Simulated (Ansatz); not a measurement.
This geometry of C₂H₉NO₂Sn (15 atoms, charge 0, multiplicity 1) is a first-order saddle point.

All numbers below come from RKS B3LYP-D4/def2-SVP (Ansatz).

```xyz
15
Properties=species:S:1:pos:R:3
N -0.436 -1.516 1.728
Sn 0.903 -0.333 0.704
O 2.361 -1.620 0.189
C 0.276 0.378 -1.262
C -0.993 1.205 -1.090
O -1.302 1.251 0.310
H -0.405 -2.473 1.372
H -1.386 -1.171 1.585
H 1.571 0.845 1.767
H 2.886 -1.894 0.953
H 0.131 -0.511 -1.893
H 1.108 0.957 -1.688
H -0.852 2.232 -1.476
H -1.838 0.756 -1.645
H -2.047 1.844 0.474
```

Question: Which two structures does it join? (They come from a converged band through this point; their orientation in space is the band's.)

Answer: No bond is made or broken. The dihedral H12–C4–C5–H13 goes from -40 to 45°.

Initial state:

```xyz
15
Properties=species:S:1:pos:R:3
N -0.018 -1.627 1.823
Sn 0.929 -0.224 0.649
O 2.667 -1.098 0.153
C 0.037 0.191 -1.294
C -1.072 1.202 -1.072
O -1.715 0.859 0.157
H 0.074 -2.557 1.408
H -1.019 -1.426 1.868
H 1.247 1.176 1.607
H 3.204 -1.297 0.932
H -0.353 -0.766 -1.673
H 0.804 0.553 -1.994
H -0.645 2.222 -1.016
H -1.804 1.197 -1.905
H -2.357 1.543 0.388
```

Final state:

```xyz
15
Properties=species:S:1:pos:R:3
N -0.626 -1.365 1.640
Sn 0.959 -0.410 0.732
O 2.171 -1.911 0.183
C 0.496 0.529 -1.177
C -0.925 1.051 -1.091
O -1.076 1.649 0.196
H -0.946 -2.163 1.088
H -1.421 -0.732 1.741
H 1.745 0.575 1.905
H 2.508 -2.402 0.945
H 0.624 -0.214 -1.978
H 1.217 1.344 -1.337
H -1.136 1.790 -1.890
H -1.640 0.214 -1.218
H -1.973 1.995 0.290
```

Question: How far does it lie above each of them?

Answer: 0.041 eV above the first and 0.045 eV above the second. This is the barrier of this one path; another mechanism may lie lower.

Run time: 4.8 min on 2 threads of Arm Neoverse V1 (shared host), peak memory 0.44 GiB.
